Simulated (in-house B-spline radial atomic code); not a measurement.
RPA and G0W0 on LDA VWN5: Nb⁸⁺

Configuration [Ar] 3d10 4s2 4p3, highest spin, mean-field start LDA VWN5. Computed with a B-spline radial code for spherical atoms: all electrons, non-relativistic, point nucleus, each spin shell either full or empty, empty states to l = 9 with an (l + 1/2)⁻⁴ tail; G0W0 by contour deformation at full frequency.

Without relativity these are model numbers: it shifts the levels of so heavy an element strongly and can reorder them.

Command:
```bash
python run_gw.py task.json out
```
Settings (radii: box in bohr, nucleus in fm):
```
Z                        41
electrons                33
configuration            [Ar] 3d10 4s2 4p3
hamiltonian              nr
method                   lda,vwn
lmax                     9
spin_polarised           True
box_radius               7.7
intervals                50
```

Cost of the run: 4 s on 1 thread of Arm Neoverse N1 (shared host).

Energies (hartree):

```
                                     term        value
                         mean-field total  -3733.05458
Hartree-Fock functional on these orbitals  -3735.75919
                      direct second order      -2.7977
                    second-order exchange       0.8196
                         SOSEX correction       0.7644
```

**Question.** What is the RPA correlation energy, and what remains with SOSEX?

**Answer.** RPA gives -2.4988 hartree (-2.06 eV per electron); RPA + SOSEX gives -1.7344, and the second-order doubles -1.9781 hartree (no singles). RPA lacks exchange-type terms and so overcorrelates at short range.

Quasi-particle levels (eV):

| level | occupied | mean field | Σx - vxc | Σc | QP weight | G0W0 |
| --- | --- | --- | --- | --- | --- | --- |
| 4p up | yes | -150.41 | -9.30 | ? | ? | ? |
| 4s down | yes | -169.86 | -5.13 | -3.47 | 0.964 | -178.46 |
| 3d down | yes | -330.69 | -27.50 | 5.40 | 0.944 | -352.79 |
| 4p down | no | -145.87 | 11.90 | -3.26 | 0.961 | -137.22 |

G0W0 = mean field + (Σx - vxc) + Σc, with Σc (partial-wave tail included) taken at the quasi-particle energy. Only the outer levels were computed. Levels of low weight are left out.

**Question.** Where does G0W0 put 4p up?

**Answer.** At -160.27 eV, with Σc = -0.56 eV and a quasi-particle weight of 0.961. The tabulated removal energy is 159.2 ± 0.7 eV (NIST, semi-empirical); the calculation leaves out relativity, Breit and QED terms, and what these don't explain is the method's own error.
